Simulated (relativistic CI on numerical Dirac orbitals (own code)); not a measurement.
# Electric-dipole lines of Ho XLVII

Computed by Dirac-Coulomb-Breit CI, separate exchange-only KLI orbitals for each configuration, model QED (radiative potential, 1s self-energy scaled to tabulated hydrogen-like ionisation energies), unscaled Slater integrals (own radial code, finite nucleus).

Configuration list (outside the closed core [Ne]): 3s²3p⁶3d³, 3s²3p⁵3d⁴, 3s3p⁶3d⁴, 3s²3p⁶3d²4s, 3s²3p⁶3d²4p, 3s²3p⁶3d²4d, 3s²3p⁵3d³4s, 3s²3p⁶3d²4f, 3s²3p⁵3d³4p, 3s3p⁶3d³4s, 3p⁶3d⁴4p, 3s3p⁶3d³4p, 3s²3p⁶3d4s4p, 3s²3p⁶3d²5s, 3s3p⁶3d³4d, 3s²3p⁶3d²5p, 3s²3p⁶3d4p4d, 3s²3p⁶3d²5f, 3s3p⁶3d²4s4p, 3p⁶3d⁵, 3p⁵3d⁶, 3p⁵3d⁵4s, 3p⁶3d⁴4s, 3p⁵3d⁴4s², 3s²3p⁶3d4s², 3s²3p⁶4s²4p, 3s²3p⁶4s²4d, 3s²3p⁶3d4p², 3s²3p⁶4s4p², 3s²3p⁶4p³, 3s²3p⁶4p²4d, 3s²3p⁵3d4s4p². Double excitations out of closed p, d and f shells are left out; levels of such configurations are missing from the list, as are those of other unlisted configurations, and high levels can miss mixing partners. These lack a partner that the ground configuration has and come out too high: 3s²3p⁵3d³4p.

| λ vac (Å) | Lower | Upper | A (s⁻¹) | E lower (10³ cm⁻¹) | E upper (10³ cm⁻¹) |
| --- | --- | --- | --- | --- | --- |
| 24.505 | 3s²3p⁶3d³ ²H9/2 [5] | 3s²3p⁵3d⁴ ²G°7/2 [150] | 2.45e+12 | 383.5 | 4464.3 |
| 24.661 | 3s²3p⁶3d³ ⁴F9/2 [9] | 3s²3p⁵3d⁴ ⁴D°7/2 [166] | 2.07e+12 | 714.8 | 4769.8 |
| 24.786 | 3s²3p⁶3d³ ²H11/2 [12] | 3s²3p⁵3d⁴ ²G°9/2 [172] | 3.00e+12 | 786.3 | 4820.9 |
| 25.017 | 3s²3p⁶3d³ ⁴F3/2 [1] | 3s²3p⁵3d⁴ ⁴D°1/2 [137] | 4.31e+12 | 0.0 | 3997.3 |
| 25.092 | 3s²3p⁶3d³ ²G9/2 [17] | 3s²3p⁵3d⁴ ²F°7/2 [188] | 2.87e+12 | 1088.6 | 5074.0 |
| 25.210 | 3s²3p⁶3d³ ²H11/2 [12] | 3s²3p⁵3d⁴ ²H°11/2 [164] | 2.77e+12 | 786.3 | 4753.0 |
| 25.240 | 3s²3p⁶3d³ ²G9/2 [17] | 3s²3p⁵3d⁴ ²G°9/2 [187] | 1.69e+12 | 1088.6 | 5050.6 |
| 25.556 | 3s²3p⁶3d³ ²G9/2 [17] | 3s²3p⁵3d⁴ ²H°11/2 [185] | 1.69e+12 | 1088.6 | 5001.6 |
| 25.939 | 3s²3p⁶3d³ ⁴F5/2 [2] | 3s²3p⁵3d⁴ ⁴D°3/2 [139] | 1.58e+12 | 308.0 | 4163.3 |
| 26.042 | 3s²3p⁶3d³ ²G7/2 [4] | 3s²3p⁵3d⁴ ⁴F°7/2 [142] | 1.12e+12 | 379.5 | 4219.5 |
| 26.070 | 3s²3p⁶3d³ ²H9/2 [5] | 3s²3p⁵3d⁴ ²H°9/2 [141] | 1.74e+12 | 383.5 | 4219.4 |
| 35.893 | 3s²3p⁶3d³ ⁴F5/2 [2] | 3s²3p⁵3d⁴ ²D°5/2 [79] | 4.87e+11 | 308.0 | 3094.1 |
| 36.125 | 3s²3p⁶3d³ ²H11/2 [12] | 3s²3p⁵3d⁴ ²G°9/2 [123] | 9.57e+11 | 786.3 | 3554.5 |
| 36.163 | 3s²3p⁶3d³ ⁴F3/2 [1] | 3s²3p⁵3d⁴ ⁴F°3/2 [49] | 9.64e+11 | 0.0 | 2765.3 |
| 36.878 | 3s²3p⁶3d³ ²H9/2 [5] | 3s²3p⁵3d⁴ ²H°9/2 [80] | 8.44e+11 | 383.5 | 3095.1 |
| 36.966 | 3s²3p⁶3d³ ²G7/2 [4] | 3s²3p⁵3d⁴ ⁴G°7/2 [77] | 8.43e+11 | 379.5 | 3084.7 |
| 37.305 | 3s²3p⁶3d³ ⁴F3/2 [1] | 3s²3p⁵3d⁴ ⁴G°5/2 [39] | 7.11e+11 | 0.0 | 2680.6 |
| 37.321 | 3s²3p⁶3d³ ⁴F9/2 [9] | 3s²3p⁵3d⁴ ²H°9/2 [109] | 6.92e+11 | 714.8 | 3394.2 |
| 37.789 | 3s²3p⁶3d³ ²H11/2 [12] | 3s²3p⁵3d⁴ ²H°11/2 [112] | 6.67e+11 | 786.3 | 3432.6 |
| 38.258 | 3s²3p⁶3d³ ²H9/2 [5] | 3s²3p⁵3d⁴ ²H°11/2 [68] | 3.10e+11 | 383.5 | 2997.4 |

Terms are leading LS components. Brackets give the number of a level in order of energy, since labels repeat. The list gives strong lines, with weight on those to low levels, without lines whose two gauges differ by over a factor of 2.5, among the lowest 400 of 3779 levels, so that lines to higher ones, which can be the strongest, are missing. Levels whose partners in the same complex of configurations lie outside the list can be far off, and so can their lines. Rates are taken at the computed energies, electric ones in the length gauge.

At this charge energies of transitions that change n are usually good to better than 1 %, and those within a shell (Δn = 0) to a few per cent.

LS names give the leading component of a level, which can be under half, so a name can repeat, a term be missing and a line seem to break the LS rules.
